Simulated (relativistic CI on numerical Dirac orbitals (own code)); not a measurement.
**Ce XXVII: sensitivity of the levels to the model**

Base calculation: Dirac-Coulomb-Breit CI, orbitals from a KLI potential per configuration, QED by a radiative potential, unscaled Slater integrals.

CI space (outside the closed core [Ar] 3d10): 4s2.4p2, 4s.4p3, 4s2.4p.4d, 4p4, 4s.4p2.4d, 4s2.4p.4f, 4s.4p2.4f, 4p3.4d, 4s.4p.4d2, 4s2.4d.4f, 4p3.4f, 4s2.4p.5s, 4p2.4d.4f, 4p3.5s, 4s2.4p.5p, 4s.4p.4f2, 4s.4p.4d.5s, 4s.4p2.5s, 4s2.4f.5s, 4s2.4p.5d, 4s.4p2.5p, 4s2.4p.5f, 4s2.4p.5g, 4s.4p2.5d, 4s2.4p.6s, 4p2.4f.5s, 4s.4p2.5f, 4s2.4d2, 4s.4d3, 4s.4d2.4f, 4p2.4d2, 4p.4d3, 4p.4d2.4f, 4p.4d2.5s, 4s2.4f2, 4s.4d.4f2, 4s.4f3, 4p2.4f2, 4p.4d.4f2, 4p.4f3, 4p.4f2.5s, 4s.4p.4d.4f, 4s.4d.4f.5s, 4s2.4d.5s, 4s.4d2.5s, 4p2.4d.5s, 4p.4d.4f.5s, 4p.4d.5s2, 4s.4p.4f.5s, 4s.4f2.5s, 4s.4f.5s2, 4s2.5s2, 4s.4d.5s2. Double excitations out of closed p, d and f shells are left out; levels of such configurations are missing from the list, as are those of other unlisted configurations, and high levels can miss mixing partners. These lack a partner that the ground configuration has and come out too high: 4s.4p2.5p, 4s.4p2.5d, 4s.4p2.5f, 4s2.4p.5p, 4s2.4p.5d.

Variants: (1) valence Slater integrals scaled by 0.9; (2) non-relativistic limit. Shifts of the energy above 4s2.4p2 3P_0, in cm⁻¹, for the lowest level and the first level of each name with at least 55 % of one term (blank where a level changes its place among those of its configuration and J or its character, or is not in the variant):

```csv
Level,Base,Δ(1),Δ(2)
4s2.4p2 3P_0,0,0,0
4s2.4p2 3P_1,177038,+2459,-177038
4s2.4p2 1D_2,200795,+413,
4s2.4p2 3P_2,395685,+1400,
4s2.4p2 1S_0,450161,-3810,-356805
4s.4p3 3D°_3,851566,+6691,-413814
4s.4p3 3P°_0,900657,+1602,-414878
4s2.4p.4d 3F°_2,999731,+2556,-217217
4s2.4p.4d 3F°_3,1067610,+2557,-285096
4s2.4p.4d 3F°_4,1222824,+5922,-440310
4s2.4p.4d 3P°_0,1253415,-1943,-402131
4s2.4p.4d 3P°_1,1272306,-4122,
4s2.4p.4d 1F°_3,1346536,-7358,-404059
4s2.4p.4d 1P°_1,1369935,-10394,-421473
```

At this charge energies of transitions that change n are usually good to better than 1 %, and those within a shell (Δn = 0) to a few per cent.

Ionisation energy from the two ground configurations alone: base 924.308 eV. The NIST ASD value (theoretical) is 924 eV.

LS names give the leading component of a level, which can be under half, so a name can repeat, a term be missing and a line seem to break the LS rules.
